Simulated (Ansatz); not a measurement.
A made-up structure of CHSiTe, doublet:

```
4
angstrom
C -0.1570 1.0655 -0.7109
Si -0.0105 -0.4890 0.3346
Te 1.1138 -2.4339 1.5480
H -0.9463 1.8574 -1.1717
```

It is relaxed with PBE-D4/def2-SVP and then PBE0-D4/def2-TZVP (Ansatz 0.2.0). Atoms count as bonded within 1.22 times the sum of their covalent radii (H–H: 0.88 Å). The end point is not checked to be a true minimum.

Q: Does its bonding change? (Judge from chemistry; the calculation decides.)

A: By the calculation: No: no bond forms or breaks.

Where it ends: The first stage lowers the energy by 0.90 eV in 5 steps. It ends as CHSiTe ([CH][Si][Te]):
```xyz
4
angstrom
C -0.1401 0.9518 -0.6351
Si -0.0070 -0.4359 0.2980
Te 0.9934 -2.1737 1.3827
H -0.8464 1.6578 -1.0456
```

Labels in which every atom is bracketed show which atoms are joined, not bond orders.

For scale, one of the runs: PBE0-D4/def2-TZVP relaxation, 124 basis functions, launched by `ansatz run in.yaml --threads 2 --pin off --events-out ev --progress --plain --max-ram 4352MiB`. Hardware: 2 CPU threads of an Intel Xeon 6975P-C, shared host. Wall time about 49 s.
